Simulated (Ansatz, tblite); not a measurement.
Removing and adding an electron: Sr6S5. Charge 0, multiplicity 1. Geometry: PBE-D4/def2-SVP. Ansatz, gas phase; energy differences of separate SCF runs; the oxidised species was run as a doublet alone; the reduced species was run as a doublet alone.

```csv
atom,x (Å),y (Å),z (Å)
Sr1,-3.8503,-1.1527,0.0502
Sr2,0.0091,-1.2756,-1.3672
Sr3,2.9790,1.2324,-0.2745
Sr4,-0.2473,2.7402,-1.7027
Sr5,0.7992,-3.3121,2.1353
Sr6,-0.4823,0.5929,1.7114
S7,0.9963,2.8844,0.7945
S8,-2.0602,0.7982,-0.8095
S9,1.5409,0.8057,-2.6305
S10,1.8859,-1.0467,0.9369
S11,-1.5702,-2.2666,1.1562
```

In the def2 sets Sr takes a core potential; there is no spin–orbit coupling. The xTB rows come from tblite. The order of the spin states hangs on the level: the triplet lies 0.22 eV below the singlet at PBE0-D4/def2-TZVP, but 0.03 eV above it at PBE-D4/def2-TZVP. The structure comes from a short search, and lower isomers may exist.

| level | −HOMO (eV) | vertical IE (eV) | −LUMO (eV) | vertical EA (eV) | HOMO–LUMO gap (eV) | IE − EA (eV) | remarks |
| --- | --- | --- | --- | --- | --- | --- | --- |
| GFN1-xTB | 7.72 | 8.78 | 7.25 | 6.53 | 0.47 | 2.25 | – |
| PBE-D4/def2-TZVP | 2.53 | 3.81 | 2.17 | 1.06 | 0.36 | 2.74 | HOMO above zero (-1 doublet), restricted SCF unstable in HF (singlet), spin-contaminated (⟨S²⟩ 0.92) (-1 doublet) |
| r2SCAN-D4/def2-TZVP | 2.46 | 3.56 | 2.13 | – | 0.34 | – | restricted SCF unstable in HF (singlet) |
| PBE0-D4/def2-TZVP | 2.74 | 3.64 | 1.85 | – | 0.89 | – | restricted SCF unstable in HF (singlet) |

Relaxing the reduced species (PBE-D4/def2-SVP) changes its energy by -0.01 eV at PBE-D4/def2-TZVP, so the adiabatic electron affinity to this nearest minimum is 1.07 eV. The relaxed charge -1 doublet is spin-contaminated (final ⟨S²⟩ up to 0.89, 0.75 for a pure state). The highest occupied level of the relaxed charge -1 doublet lies above zero (up to 0.03 eV). Its loss leaves the charge 0 singlet, which lies 1.07 eV higher (each at its own geometry, at PBE-D4/def2-TZVP), but this difference is unsure: another spin of that charge lies lower.  Run but left out: r2SCAN-D4/def2-TZVP, PBE0-D4/def2-TZVP (charge -1 doublet: ⟨S²⟩ 1.07 to 1.15, where a pure state has 0.75).   A HOMO above zero means that the electron is unbound at that level or that self-interaction error raises the level; the energy of removing that electron tells which. Raw xTB energy differences between charge states are shifted by several eV; the methods need an empirical correction for them. Sets without diffuse functions give affinities that are too small.
